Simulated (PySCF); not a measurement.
From one molecule to another.

First species: C₆H₁₀F₂.
SMILES: `CC/C(C)=C/C(F)F`

Second species: C6H10F2.
SMILES with atom numbers: `[CH2:1]=[C:2]([CH3:3])[CH2:4][C:5]([CH3:6])([F:7])[F:8]` (hydrogens: H9, H10 on C1; H11, H12, H13 on C3; H14, H15 on C4; H16, H17, H18 on C6)

Geometry (GFN2-xTB, Å), atoms numbered from 1 in this order:
```
atom  x, y, z in Å
C1    -1.3721    0.9563   -1.0778
C2    -1.0485    0.2102   -0.0335
C3    -1.7356   -1.0800    0.2866
C4     0.0472    0.6200    0.9156
C5     1.3717   -0.1012    0.6490
C6     1.8774   -0.0193   -0.7782
F7     2.3181    0.4177    1.4954
F8     1.2788   -1.4145    1.0239
H9    -0.8752    1.8870   -1.2939
H10   -2.1548    0.6666   -1.7575
H11   -2.4625   -1.3336   -0.4799
H12   -2.2503   -1.0011    1.2441
H13   -1.0111   -1.8882    0.3694
H14   -0.2419    0.3995    1.9462
H15    0.2489    1.6890    0.8313
H16    1.1574   -0.4825   -1.4462
H17    2.0151    1.0215   -1.0552
H18    2.8288   -0.5412   -0.8509
```

Levels: PBE0/def2-SVPD for dipole moment, HOMO energy, LUMO energy, HOMO–LUMO gap, static isotropic polarisability and electronic spatial extent ⟨r²⟩ about the centre of nuclear charge; TDDFT PBE0/def2-SVPD for lowest singlet excitation; TDA PBE0/def2-SVPD for lowest triplet excitation (Tamm–Dancoff); GFN2-xTB for rotational constant A and rotational constant C. Geometries: GFN2-xTB. Each structure is a single optimised conformer of the isolated species, non-relativistic unless stated. Electronic properties by PySCF.

The conformers computed, where there is a choice (atom-mapped SMILES and torsion angles):
- `[CH3:1][CH2:2]/[C:3]([CH3:4])=[CH:5]/[CH:6]([F:7])[F:8]`: C1–C2–C3–C4 -69°, C3–C5–C6–F7 69°
- `[CH2:1]=[C:2]([CH3:3])[CH2:4][C:5]([CH3:6])([F:7])[F:8]`: C1–C2–C4–C5 -100°, C2–C4–C5–C6 53°

Which has the higher S1 energy?

The second: 6.91 eV against 6.78 eV, a difference of 0.13 eV.

Which has the higher rotational constant C?

The second: 1.254 GHz against 0.932 GHz, a difference of 0.322 GHz.

Which of the two has the higher LUMO energy, and by how much?

The second: 0.01 eV against -0.31 eV, a difference of 0.32 eV.

Which has the higher HOMO–LUMO gap?

The second: 7.50 eV against 7.23 eV, a difference of 0.27 eV.

Which has the higher ⟨r²⟩?

The first: 1279 bohr² against 1037 bohr², a difference of 242 bohr².

Which has the higher dipole moment?

The first: 3.11 D against 2.12 D, a difference of 0.99 D.

Which of the two has the higher static isotropic polarisability, and by how much?

The first: 75.6 au against 73.9 au, a difference of 1.7 au.

Which has the higher rotational constant A?

The first: 3.856 GHz against 3.213 GHz, a difference of 0.643 GHz.

On the first: The polarisability is 11.20 Å³ as a volume (1 au = 0.148185 Å³), or 1.18 au for each of the 64 electrons. The principal polarisabilities are 62.2, 72.0 and 92.7 au; their mean is the isotropic value.

On the second: S1 lies 0.59 eV below the HOMO–LUMO gap; its leading configuration is HOMO→LUMO+1, weight 0.53, beside HOMO→LUMO, weight 0.42. The principal polarisabilities are 64.1, 75.2 and 82.4 au; their mean is the isotropic value.
